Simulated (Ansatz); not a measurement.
One change: `CC[Se]C` becomes `C[Se]CO`.

Ansatz, PBE0-D4/def2-TZVP geometries, multiplicity 1. Each molecule was computed in one conformer, which needn't be the lowest.

Scalar relativity is left out up to krypton.

```csv
property,`CC[Se]C`
size of the dipole moment (PBE/def2-TZVPP) / D,1.53
HOMO energy (ωB97M-V/def2-TZVPP) / eV,-8.16
HOMO energy (PBE0/def2-TZVPP) / eV,-5.96
LUMO energy (B3LYP/def2-TZVPP) / eV,0.11
size of the dipole moment (ωB97M-V/def2-TZVPP) / D,1.55
HOMO energy (PBE/def2-TZVPP) / eV,-4.81
```

(1) What does the change do to each property? (Estimate.)

Answers

(1) Ansatz gave: 
```json
{"property": "size of the dipole moment (PBE/def2-TZVPP) / D", "`C[Se]CO`": "0.26", "shift": "-1.27"}
{"property": "HOMO energy (ωB97M-V/def2-TZVPP) / eV", "`C[Se]CO`": "-8.54", "shift": "-0.38"}
{"property": "HOMO energy (PBE0/def2-TZVPP) / eV", "`C[Se]CO`": "-6.33", "shift": "-0.37"}
{"property": "LUMO energy (B3LYP/def2-TZVPP) / eV", "`C[Se]CO`": "0.04", "shift": "-0.07"}
{"property": "size of the dipole moment (ωB97M-V/def2-TZVPP) / D", "`C[Se]CO`": "0.20", "shift": "-1.35"}
{"property": "HOMO energy (PBE/def2-TZVPP) / eV", "`C[Se]CO`": "-5.18", "shift": "-0.37"}
```

With PBE0 the HOMO falls by 0.37 eV and the LUMO falls by 0.07 eV, so the gap widens by about 0.30 eV. PBE moves the HOMO by -0.37 eV and ωB97M-V by -0.38 eV. Dipoles are sizes alone; their direction can turn.

B3LYP here is the variant with VWN-RPA as its local correlation; programs differ in this.

Spin–orbit coupling is left out; it splits and shifts lone-pair levels of the heavy atoms by tenths of an eV.
